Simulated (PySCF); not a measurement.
**Radial density of Ne⁺ (neon, charge +1)**

PBE, [He] 2s2 2p5, 2P determinant. Computed with PySCF 2.14 in jorge-DZP-DKH (4s2p1d, 15 functions), with scalar relativity by spin-free X2C-1e.

```
r (bohr)  4πr²ρ (e/bohr)  4πr²(ρα − ρβ)
 0.00228         0.04105         0.0000
 0.00384          0.1134         0.0000
 0.00645          0.3024         0.0000
  0.0109          0.7657        -0.0001
  0.0183           1.847        -0.0001
  0.0307           4.042         0.0002
  0.0516           7.522         0.0035
  0.0869           10.62         0.0241
   0.146           9.733         0.1157
   0.246           5.669         0.3928
   0.413           5.960         0.8992
   0.695           7.543         1.0673
    1.17           3.650         0.4935
    1.97          0.4941         0.0553
    3.31         0.01414         0.0018
```

Densities and radii are taken from the X2C orbitals without a picture-change correction, which distorts them close to the nucleus.
